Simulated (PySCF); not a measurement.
SMILES FC(F)(F)[SiH2][Si](Cl)(Cl)Cl (CH2Cl3F3Si2) (GFN2-xTB optimised geometry):

```
11

F      3.174     0.670     1.733
C      1.835     0.661     1.609
F      1.354     0.105     2.740
F      1.445     1.951     1.631
Si     1.242    -0.273     0.000
Si    -1.094    -0.273     0.000
Cl    -1.873    -1.296     1.557
Cl    -1.879     1.587     0.000
Cl    -1.679    -1.197    -1.710
H      1.879     0.498    -1.070
H      1.874    -1.587     0.140
```

Method: CAM-B3LYP/def2-TZVP in PySCF.

What are the frontier orbital energies and the dipole moment?

HOMO-2 -11.19 eV, HOMO-1 -10.89 eV, HOMO -10.33 eV, LUMO -0.21 eV, LUMO+1 0.17 eV; dipole moment 2.07 D.

Meta-Löwdin charges at CAM-B3LYP/def2-TZVP: F1 -0.28, C2 0.58, F3 -0.28, F4 -0.28, Si5 0.37, Si6 0.79, Cl7 -0.25, Cl8 -0.25, Cl9 -0.27, H10 -0.06, H11 -0.06.
